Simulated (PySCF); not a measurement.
Isomers of C8H9NSi, from PySCF 2.14.0, PBE0-D3(BJ)/def2-SVP geometry optimisation, gas phase. One conformer each, no zero-point energy, no frequencies.

Task: Which isomer lies lower at this level?
A. `CC#C[Si@H]1CC=C(C#N)C1`: A = 2351, B = 519.6, C = 478.3 MHz, dipole 5.31 D
B. `Nc1cccc2c1C=C[SiH2]2`: A = 1975, B = 1074, C = 701.7 MHz, dipole 2.44 D

Result: B. That is `c1ccc(c2C=C[SiH2]c12)N`, 47.4 kcal/mol below the other.

```csv
SMILES,mapped SMILES,E (Eh),relative (kcal/mol),relative (kJ/mol),dipole (D)
Nc1cccc2c1C=C[SiH2]2,[NH2:1][c:2]1[cH:3][cH:4][cH:5][c:6]2[c:7]1[CH:8]=[CH:9][SiH2:10]2,-653.62318,0.0,0.0,2.44
CC#C[Si@H]1CC=C(C#N)C1,[CH3:1][C:2]#[C:3][Si@H:4]1[CH2:5][CH:6]=[C:7]([C:8]#[N:9])[CH2:10]1,-653.54764,47.4,198.3,5.31
```

As drawn, the lower has an aromatic ring and an N–H bond, which the higher lacks; the higher has a C≡N group and a C≡C bond, which the lower lacks.
